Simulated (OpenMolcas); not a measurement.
Ni3+: effect of the metal basis

Ni3+ with its 6 nearest fluoride ions at 1.92 Å, on the Ga site of K2NaGaF6 (a = 8.246 Å, distance in the model lattice 1.938 Å). The rest of the host is ab initio model potentials to 7.6 Å and point charges beyond; the distance is set by hand and nothing relaxes.

| Quantity | Value |
| --- | --- |
| Program | OpenMolcas 26.06 |
| Method | CASSCF |
| Spin-orbit coupling | RASSI with atomic mean-field integrals over the reference wave functions |

Fixed: ligand basis ANO-RCC-VDZP, active space 7 electrons in 5 orbitals (3d), DKH2 Hamiltonian.

States (labels of O, the rotations of Oh). Energies in cm-1 above the lowest state or level, χT in cm3 K/mol; under a threefold ground state the first gap can be a small split of the lowest multiplet, not the spin-orbit step; 10Dq and B are least-squares fits to the states below 45000 cm-1, weighted by degeneracy, with a free offset, and given where the rms deviation is under 5 % of |10Dq| (or 100 cm-1) and under 700 cm-1.

```csv
Run,Metal basis,Ground state,First state of that spin,10Dq,B (rms of fit),First gap with spin-orbit (degeneracies),χT at 300 K,First state of another spin,Cost
A,ANO-RCC-VDZP,4T1,4T2 9409,11384,1250 (406),"483.8 (2, 4)",3.328,2E 11936,roughly 27 core-seconds
B,ANO-RCC-VTZP,4T1,4T2 8740,10606,1297 (327),"471.6 (2, 4)",3.388,2E 13345,roughly 27 core-seconds
```

Against A, |10Dq| changes by -6.8 % in B.

Costs are those of the RASSCF and RASSI steps.

An orbital triplet at a regular site is open to Jahn-Teller coupling, which can distort the site and quench the lowest spin-orbit gaps and is left out. Without dynamic correlation the repulsion within the d shell is too large (B by tens of per cent), so at a given field states of lower spin stand too high. This shell can be high or low spin here, a state of another spin lies low, and with metal d orbitals alone active their balance is uncertain, so the ground spin may be wrong. Ligand-to-metal charge-transfer states are missing. With no ligand orbital active B as a rule stays too high, so bands that hang on it stand too high and its fall with covalency is understated. With metal d orbitals alone and no dynamic correlation 10Dq can be off by a tenth to a fifth, either way, in oxide and fluoride hosts. No measured value stands beside these numbers; the geometry was set by hand and not optimised.
